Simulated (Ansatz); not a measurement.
Frontier orbitals of `[CH3][Ta](=[O])([Cl])[Cl]`.

Charge 0, multiplicity 1. Correlated methods include outer-core shells of Ta, which these sets cover unevenly. Ta: def2 effective core potential. The structure was optimised at the PBE0-D4/def2-TZVP level. Basis def2-TZVPP, Ansatz.

```tsv
functional	HOMO (eV)	LUMO (eV)	gap (eV)
PBE	-7.73	-3.28	4.45
B97M-V	-8.12	-3.08	5.04
PBE0	-9.13	-2.45	6.68
r2SCANh	-8.58	-2.83	5.75
CAM-B3LYP	-10.54	-1.35	9.19
ωB97M-V	-11.44	-0.33	11.11
```

From PBE to PBE0 the HOMO moves by −1.40 eV and the LUMO by +0.83 eV, and with ωB97M-V by −3.70 and +2.95 eV, so the gap grows from 4.46 to 11.10 eV with exact exchange.
